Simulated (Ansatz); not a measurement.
`[SiH3]C(Cl)I` + H₂ → `[SiH3]CI` + HCl at 400 K and 1 bar (hydrogenolysis of a C–Cl bond).

Computed with Ansatz on PBE0-D4/def2-TZVP structures; ΔE is electronic, products minus reactants. CCSD(T)/CBS is the MP2 limit (def2-TZVPP, def2-QZVPP) plus CCSD(T) − MP2 in def2-TZVPP, frozen cores. This one scheme is used for every species. Elements past krypton have def2 core potentials. For I outer-core shells are correlated without core-valence functions, which leaves a few kJ/mol of doubt a bond.

```json
{"species": "`[SiH3]C(Cl)I`", "CCSD(T)/CBS energy (Eh)": "-1086.74423", "H − E (kJ/mol)": "141.9", "S (J/(mol·K))": "376.1"}
{"species": "H₂", "CCSD(T)/CBS energy (Eh)": "-1.17544", "H − E (kJ/mol)": "38.0", "S (J/(mol·K))": "139.0"}
{"species": "`[SiH3]CI`", "CCSD(T)/CBS energy (Eh)": "-627.57596", "H − E (kJ/mol)": "161.2", "S (J/(mol·K))": "341.6"}
{"species": "HCl", "CCSD(T)/CBS energy (Eh)": "-460.38127", "H − E (kJ/mol)": "29.6", "S (J/(mol·K))": "195.4"}
```

H − E and S are ideal-gas, rigid-rotor, harmonic terms from PBE0-D4/def2-TZVP, for one conformer and one mirror image of each species. The MP2-based limit puts H₂ 0.8 mEh under its directly extrapolated value; such offsets cancel only in part. 1 Eh = 2625.50 kJ/mol, R = 8.31446 J/(mol·K).

Problem. By hand: ΔE, ΔH, ΔS and ΔG.

Solution. ΔE = (-627.57596) + (-460.38127) − (-1086.74423) − (-1.17544) = -0.03756 Eh = -98.6 kJ/mol. Δ(H − E) = 161.2 + 29.6 − 141.9 − 38.0 = 10.9, so ΔH = -87.7 kJ/mol. ΔS = 341.6 + 195.4 − 376.1 − 139.0 = 21.9 J/(mol·K). ΔG = -87.7 − 400 × (21.9)/1000 = -96.5 kJ/mol.

Problem. By hand: the equilibrium constant, and the temperature at which ΔG would vanish if ΔH and ΔS stayed fixed.

Solution. log₁₀ K = −ΔG/(RT ln 10) = 12.6. ΔH and −TΔS have one sign here, so there is no such temperature.

ΔH outweighs TΔS. A doubt of 5 kJ/mol in ΔE shifts log₁₀ K by 0.7 here. Other conformers and mirror images would add mixing entropy, several J/(mol·K) or more a flexible species. These are equilibria of isolated gas molecules and say nothing of rates. Largest T1 diagnostic: 0.010 (customary marks: 0.02 for closed shells, 0.045 for open ones).
